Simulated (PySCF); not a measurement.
BrCl, charge -1, doublet, at the geometry of the source list (a state made from the parent by changing its charge; the spin is typed, not shown lowest) (in this run its highest filled SCF level lies above zero, so its values depend strongly on the basis, on diffuse functions most of all); PBE0/6-31G** (PySCF).

The PySCF input:
```python
from pyscf import gto, scf, dft

mol = gto.Mole()
mol.atom = '''
    Cl    1.06790000    0.00000000    0.00000000
    Br   -1.06790000    0.00000000    0.00000000
'''
mol.basis = '6-31g**'
mol.charge = -1
mol.spin = 1
mol.verbose = 4
mol.symmetry = True
mol.symmetry_subgroup = 'C2v'
mol.build()

mf = dft.UKS(mol)
mf.xc = 'pbe0'
mf.kernel()
mf.analyze()
```

Q: Predict the main parts of the log of this PySCF run.

A: 
```
PySCF version 2.14.0

[INPUT] verbose = 4
[INPUT] num. atoms = 2
[INPUT] num. electrons = 53
[INPUT] charge = -1
[INPUT] spin (= nelec alpha-beta = 2S) = 1
[INPUT] symmetry True subgroup C2v
[INPUT] Mole.unit = angstrom
[INPUT] Symbol           X                Y                Z      unit          X                Y                Z       unit  Magmom
[...]
nuclear repulsion = 147.420376672629
point group symmetry = Coov, use subgroup C2v
symmetry origin: [-0.6985518  0.         0.       ]
symmetry axis x: [0. 1. 0.]
symmetry axis y: [0. 0. 1.]
symmetry axis z: [1. 0. 0.]
num. orbitals of irrep A1 = 24
num. orbitals of irrep A2 = 4
num. orbitals of irrep B1 = 11
num. orbitals of irrep B2 = 11
number of shells = 20
number of NR pGTOs = 146
number of NR cGTOs = 50
basis = 6-31g**
ecp = {}

******** <class 'pyscf.dft.uks_symm.SymAdaptedUKS'> ********
method = SymAdaptedUKS
initial guess = minao
damping factor = 0
level_shift factor = 0
DIIS = <class 'pyscf.scf.diis.CDIIS'>
diis_start_cycle = 1
diis_space = 8
diis_damp = 0
SCF conv_tol = 1e-09
SCF conv_tol_grad = None
SCF max_cycles = 50
direct_scf = True
direct_scf_tol = 1e-13
number electrons alpha = 27  beta = 26
XC library pyscf.dft.libxc version 7.1.2
    S. Lehtola, C. Steigemann, M. J. T. Oliveira, and M. A. L. Marques,  SoftwareX 7, 1–5 (2018)
XC functionals = pbe0
    C. Adamo and V. Barone,  J. Chem. Phys. 110, 6158 (1999)
    M. Ernzerhof and G. E. Scuseria,  J. Chem. Phys. 110, 5029 (1999)
radial grids:
    Treutler-Ahlrichs [JCP 102, 346 (1995); DOI:10.1063/1.469408] (M4) radial grids

becke partition: Becke, JCP 88, 2547 (1988); DOI:10.1063/1.454033
pruning grids: <function nwchem_prune>
grids dens level: 3
symmetrized grids: True
atomic radii adjust function: <function treutler_atomic_radii_adjust>
small_rho_cutoff = 0
Freeze 0 electrons in irreps []
    53 free electrons in irreps A1 A2 B1 B2
Set gradient conv threshold to 3.16228e-05
tot grids = 39304
init E= -3032.63526415563

cycle= 1 E= -3033.55372539544  delta_E= -0.918  |g|= 0.204  |ddm|= 1.55
cycle= 2 E= -3033.56864220865  delta_E= -0.0149  |g|= 0.173  |ddm|= 0.923
cycle= 3 E= -3033.5859456802  delta_E= -0.0173  |g|= 0.0246  |ddm|= 0.403
cycle= 4 E= -3033.58619195587  delta_E= -0.000246  |g|= 0.00487  |ddm|= 0.0312
cycle= 5 E= -3033.58620345972  delta_E= -1.15e-05  |g|= 0.00266  |ddm|= 0.0098
cycle= 6 E= -3033.58620597773  delta_E= -2.52e-06  |g|= 0.000345  |ddm|= 0.00347
cycle= 7 E= -3033.58620604018  delta_E= -6.24e-08  |g|= 0.000121  |ddm|= 0.000741
cycle= 8 E= -3033.58620605018  delta_E= -1e-08  |g|= 1.83e-05  |ddm|= 0.00024
cycle= 9 E= -3033.58620605046  delta_E= -2.76e-10  |g|= 4.61e-06  |ddm|= 3.9e-05
Extra cycle  E= -3033.58620605047  delta_E= -1.27e-11  |g|= 2.56e-06  |ddm|= 1.19e-05
converged SCF energy = -3033.58620605047  <S^2> = 0.75183795  2S+1 = 2.0018371
**** SCF Summaries ****
Total Energy =                       -3033.586206050468718
Nuclear Repulsion Energy =             147.420376672628549
One-electron Energy =                -4525.088537054661174
Two-electron Energy =                 1344.081954331563793
Two-electron Coulomb Energy =         1463.533512708283297
DFT Exchange-Correlation Energy =     -119.451558376719447
Wave-function symmetry = A1
alpha occupancy for each irrep:     A1   A2   B1   B2
                                    14    1    6    6
beta  occupancy for each irrep:     A1   A2   B1   B2
                                    13    1    6    6
**** MO energy ****
alpha MO #1 (A1 #1), energy= -482.970110656519 occ= 1
alpha MO #2 (A1 #2), energy= -101.438121337329 occ= 1
alpha MO #3 (A1 #3), energy= -62.4178221007508 occ= 1
alpha MO #4 (A1 #4), energy= -56.1949248915354 occ= 1
alpha MO #5 (B1 #1), energy= -56.1910488623745 occ= 1
alpha MO #6 (B2 #1), energy= -56.1910488623746 occ= 1
alpha MO #7 (A1 #5), energy= -9.27084770008111 occ= 1
alpha MO #8 (A1 #6), energy= -8.54308429619342 occ= 1
alpha MO #9 (A1 #7), energy= -7.00754266280497 occ= 1
[...]
alpha MO #38 (A2 #2), energy= 0.841349809279189 occ= 0
alpha MO #39 (A1 #19), energy= 0.841349966743718 occ= 0
alpha MO #40 (A1 #20), energy= 0.936134583063049 occ= 0
alpha MO #41 (A2 #3), energy= 1.12968968035304 occ= 0
alpha MO #42 (A1 #21), energy= 1.12968988543157 occ= 0
alpha MO #43 (B1 #10), energy= 1.18595643069123 occ= 0
alpha MO #44 (B2 #10), energy= 1.18595643069123 occ= 0
alpha MO #45 (A1 #22), energy= 1.46862820381185 occ= 0
alpha MO #46 (A2 #4), energy= 5.00668319859785 occ= 0
alpha MO #47 (A1 #23), energy= 5.00669346696861 occ= 0
alpha MO #48 (B1 #11), energy= 5.02039826313564 occ= 0
alpha MO #49 (B2 #11), energy= 5.02039826313561 occ= 0
alpha MO #50 (A1 #24), energy= 5.18083573616466 occ= 0
beta  MO #1 (A1 #1), energy= -482.968549312926 occ= 1
beta  MO #2 (A1 #2), energy= -101.434300479986 occ= 1
beta  MO #3 (A1 #3), energy= -62.4167634812084 occ= 1
beta  MO #4 (A1 #4), energy= -56.1915570712291 occ= 1
beta  MO #5 (B1 #1), energy= -56.1903575457658 occ= 1
beta  MO #6 (B2 #1), energy= -56.1903575457659 occ= 1
beta  MO #7 (A1 #5), energy= -9.26682722295209 occ= 1
beta  MO #8 (A1 #6), energy= -8.54031038306602 occ= 1
beta  MO #9 (A1 #7), energy= -6.99654687411148 occ= 1
beta  MO #10 (B1 #2), energy= -6.99381153777935 occ= 1
beta  MO #11 (B2 #2), energy= -6.99381153777936 occ= 1
beta  MO #12 (A1 #8), energy= -6.34829942557041 occ= 1
beta  MO #13 (B1 #3), energy= -6.3400725456423 occ= 1
beta  MO #14 (B2 #3), energy= -6.34007254564233 occ= 1
beta  MO #15 (A1 #9), energy= -2.41460124576114 occ= 1
beta  MO #16 (B1 #4), energy= -2.41195492106359 occ= 1
beta  MO #17 (B2 #4), energy= -2.4119549210636 occ= 1
beta  MO #18 (A2 #1), energy= -2.40480642094382 occ= 1
beta  MO #19 (A1 #10), energy= -2.40480434689999 occ= 1
beta  MO #20 (A1 #11), energy= -0.624071282200539 occ= 1
beta  MO #21 (A1 #12), energy= -0.478034152289718 occ= 1
beta  MO #22 (A1 #13), energy= -0.168419464368997 occ= 1
beta  MO #23 (B1 #5), energy= -0.129394518724991 occ= 1
beta  MO #24 (B2 #5), energy= -0.129394518724999 occ= 1
beta  MO #25 (B1 #6), energy= -0.0355700404977055 occ= 1
beta  MO #26 (B2 #6), energy= -0.0355700404977073 occ= 1
beta  MO #27 (A1 #14), energy= 0.166431583153518 occ= 0
beta  MO #28 (A1 #15), energy= 0.471260215550475 occ= 0
beta  MO #29 (A1 #16), energy= 0.529330304025944 occ= 0
beta  MO #30 (B1 #7), energy= 0.555569088431505 occ= 0
beta  MO #31 (B2 #7), energy= 0.555569088431453 occ= 0
beta  MO #32 (A1 #17), energy= 0.628563426977447 occ= 0
beta  MO #33 (B1 #8), energy= 0.692433895498967 occ= 0
beta  MO #34 (B2 #8), energy= 0.692433895498976 occ= 0
beta  MO #35 (A1 #18), energy= 0.791366755219623 occ= 0
beta  MO #36 (B1 #9), energy= 0.827245980372063 occ= 0
beta  MO #37 (B2 #9), energy= 0.827245980372066 occ= 0
beta  MO #38 (A2 #2), energy= 0.848085782350546 occ= 0
beta  MO #39 (A1 #19), energy= 0.848085984465955 occ= 0
beta  MO #40 (A1 #20), energy= 0.965441603694607 occ= 0
beta  MO #41 (A2 #3), energy= 1.13719082256478 occ= 0
beta  MO #42 (A1 #21), energy= 1.13719134754451 occ= 0
beta  MO #43 (B1 #10), energy= 1.21169389195882 occ= 0
beta  MO #44 (B2 #10), energy= 1.21169389195882 occ= 0
beta  MO #45 (A1 #22), energy= 1.49679207560336 occ= 0
beta  MO #46 (A2 #4), energy= 5.00943318235529 occ= 0
beta  MO #47 (A1 #23), energy= 5.00944317369523 occ= 0
beta  MO #48 (B1 #11), energy= 5.02852500289289 occ= 0
beta  MO #49 (B2 #11), energy= 5.02852500289288 occ= 0
beta  MO #50 (A1 #24), energy= 5.19111544458452 occ= 0
 ** Mulliken pop alpha/beta on meta-lowdin orthogonal AOs **
 ** Mulliken pop       alpha | beta **
In total            27.00000 | 26.00000
 ** Mulliken atomic charges   ( Nelec_alpha | Nelec_beta ) **
charge of  0Cl =     -0.52367  (     8.98779      8.53587 )
charge of  1Br =     -0.47633  (    18.01221     17.46413 )

WARN: System has nonzero charge -1; the dipole moment is origin-dependent.
Location of origin: [0. 0. 0.]

Dipole moment(X, Y, Z, Debye):  0.58008,  0.00000, -0.00000
```
